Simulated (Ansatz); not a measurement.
`[CH3][SnH]1[AlH][SiH2]1`. Charge 0, multiplicity 1. Sn takes the def2 core potential. All single points use the PBE0-D4/def2-TZVP geometry.

```xyz
11

C     0.964    0.716   -1.782
Sn    0.859   -0.007    0.238
Al   -0.470   -1.940    1.441
Si   -1.624    0.124    1.158
H     1.029    1.804   -1.771
H     1.846    0.305   -2.273
H     0.069    0.408   -2.320
H     2.188    0.655    1.108
H    -0.199   -3.168    2.412
H    -2.222    0.057   -0.214
H    -2.438    1.046    2.004
```

Question: What is the dipole moment at ωB97M-V/def2-TZVPP? (Estimate.)

Answer: Ansatz gave: 0.96 D, with components (0.15, -0.77, -0.57) D in this frame, pointing from negative to positive charge.

Question: And with PBE, r2SCAN, B3LYP? (An estimate is asked.)

Answer: The calculation gave: PBE 0.93 D, r2SCAN 0.93 D, B3LYP 0.92 D.

Question: Give the Mulliken charges with ωB97M-V, r2SCAN, B3LYP in def2-TZVPP. (Best estimate.)

Answer: The calculation gave: 
```
atom  ωB97M-V  r2SCAN  B3LYP
  C1    -0.58   -0.45  -0.56
 Sn2     0.28    0.35   0.42
 Al3     0.22    0.30   0.22
 Si4    -0.13   -0.10  -0.09
  H5     0.14    0.10   0.12
  H6     0.14    0.10   0.12
  H7     0.14    0.10   0.13
  H8    -0.10   -0.13  -0.14
  H9    -0.08   -0.13  -0.10
 H10    -0.01   -0.06  -0.06
 H11    -0.02   -0.08  -0.06
```

B3LYP here is the variant with VWN-RPA as its local correlation; programs differ in this.
